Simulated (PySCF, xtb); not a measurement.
C₆H₄N₂OSe, SMILES c1c[se]c(-c2nnco2)c1. Other conformers were not sampled.

Harmonic wavenumbers (cm⁻¹) from GFN2-xTB in xtb at its own minimum, in rising order: 62, 87, 107, 273, 306, 337, 426, 514, 526, 632, 649, 711, 729, 764, 805, 822, 860, 880, 954, 999, 1060, 1064, 1085, 1123, 1168, 1185, 1251, 1333, 1423, 1493, 1496, 1572, 3112, 3124, 3135, 3201.

Q: What does B3LYP-D3(BJ)/def2-SVP in PySCF 2.14.0 give at its own minimum? (An estimate is asked for; the answer gives what the named calculation found.)

A: 56, 113, 118, 289, 319, 360, 466, 550, 571, 660, 662, 706, 747, 811, 830, 877, 929, 950, 987, 1021, 1056, 1073, 1097, 1131, 1223, 1251, 1325, 1394, 1491, 1556, 1565, 1634, 3200, 3218, 3246, 3289. Paired by order, the mean absolute difference is 43 cm⁻¹ and the zero-point energies are 56.1 and 58.3 kcal/mol.
